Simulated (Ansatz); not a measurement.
Species: C$_{3}$H$_{4}$NSSi, net charge 0, doublet state. It need not be the lowest isomer of its formula. SMILES: [SiH2]c1nccs1
Geometry from a B3LYP-D3(BJ)/def2-TZVP (Ansatz, a first-principles code) optimisation:
```xyz
10

Si     2.2194    -0.0817     0.3510
C      0.3857    -0.1964     0.1226
N     -0.3468    -1.1955     0.5632
C     -1.6730    -0.9954     0.3339
C     -1.9963     0.1816    -0.2830
S     -0.5762     1.0807    -0.6008
H      2.8499    -1.4159     0.2389
H      2.7853     0.9058    -0.5999
H     -2.3857    -1.7483     0.6383
H     -2.9726     0.5419    -0.5610
```
Charge 0, spin multiplicity 2.

Parts of the frozen-core correlation energy in cc-pV(Q+d)Z (Ansatz, hartree). Frozen orbitals: 14; correlated occupied orbitals by spin: 16 and 15; virtual: 438 and 439. UHF or UKS for open shells. Spin-orbit coupling is left out. Non-relativistic.

```
term                            value
-------------------------  ----------
reference (HF)             -856.89994
MP2 opposite-spin            -0.74574
MP2 same-spin                       …
CCSD correlation                    …
(T)                                 …
T1 diagnostic                   0.037
largest doubles amplitude       0.033
<S^2> of the reference          1.056
```

Fill in the missing entries.


- MP2 same-spin, value: -0.24212
- CCSD correlation, value: -1.02716
- (T), value: -0.06026
